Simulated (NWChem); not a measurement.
Molecule: C₂H₃F₂NSi; SMILES FC(C#N)([SiH3])F

```xyz
9

N     -1.0124    -2.3358     0.0000
C     -0.3618    -1.3754     0.0000
C      0.3651    -0.0896     0.0000
F      1.1758    -0.0527    -1.1090
F      1.1758    -0.0527     1.1090
Si    -0.7847     1.4712     0.0000
H     -1.6175     1.4261    -1.2237
H      0.1224     2.6410     0.0000
H     -1.6175     1.4261     1.2237
```
Atoms are numbered in this order, from 1.

All runs: NWChem. Geometry: optimised at B3LYP/6-31G* (spherical d). Vertical excitations in the gas phase; the lowest state need not have the same character in each row.

For level B3LYP/def2-SVP, full TDDFT:

* **lowest excitation, singlet (eV)**: 6.96
* **lowest state with f > 0.02, singlet (eV)**: 7.28
* **oscillator strength of that bright state**: 0.064
* **orbital gap (eV)**: 8.38

What are these values for level Hartree-Fock/def2-SVP, TDHF?


| Property | Result |
|---|---|
| lowest excitation, singlet (eV) | 6.52 |
| lowest state with f > 0.02, singlet (eV) | 9.40 |
| oscillator strength of that bright state | 0.024 |
| orbital gap (eV) | 16.26 |
